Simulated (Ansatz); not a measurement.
Born–Oppenheimer molecular dynamics of AlFH4O2S (9 atoms, charge 0, multiplicity 1). It starts at the highest image of a converged band. Of that band: A vibrational analysis at the climbing image gives 2 clearly imaginary modes (249i, 107i cm⁻¹): a point of higher order. A lower path may pass nearby, or the ends, which weren't checked, may share the extra mode.

Level of theory: RKS CAM-B3LYP-D4/6-31G* in Ansatz 0.2.0.

```json
{
 "ensemble": "NVE (velocity Verlet)",
 "time step": "0.5 fs",
 "steps asked": "200",
 "starting velocities drawn for": "100 K",
 "seed": "9688"
}
```

First frame:

```xyz
9
Properties=species:S:1:pos:R:3
Al -0.015 0.336 0.077
F -0.342 -0.209 1.850
O 1.569 -0.164 -0.295
H 1.770 -0.588 -1.136
O -1.396 0.017 -0.866
H -1.953 -0.756 -0.735
S -0.028 2.386 1.127
H 1.309 2.428 1.285
H -0.286 0.844 2.061
```

How far do the bonds stretch over the last three quarters of this one trajectory? (Pairs bonded in most of those frames.)


| bond | mean (Å) | spread (Å) | shortest | longest |
| --- | --- | --- | --- | --- |
| Al1–F2 | 1.655 | 0.042 | 1.58 | 1.73 |
| Al1–O3 | 1.708 | 0.035 | 1.64 | 1.77 |
| Al1–O5 | 1.703 | 0.035 | 1.63 | 1.76 |
| O3–H4 | 0.964 | 0.007 | 0.95 | 0.98 |
| O5–H6 | 0.963 | 0.006 | 0.95 | 0.98 |
| S7–H8 | 1.344 | 0.007 | 1.33 | 1.36 |
| S7–H9 | 1.352 | 0.043 | 1.29 | 1.42 |

Pairs bonded in part of these frames only: Al1–S7 42 %.

Mean temperature of the second half: 534 K. The conserved energy stayed within 0.073 meV per atom of its start (net change 0.035 meV per atom), so the integration is sound. The kinetic energy rose, since the run started high on the potential surface and went downhill. It ends in pieces (AlFH2O2 + H2S), so much of that is their flight and rotation, not heat. A run of 0.1 ps of so small a system gives no equilibrium averages. The orbitals stay closed-shell, which can raise the energy where a bond breaks towards radicals; this wasn't checked here.

The run took 5.1 min on 4 threads of Arm Neoverse V1 (shared host), peak memory 0.23 GiB.
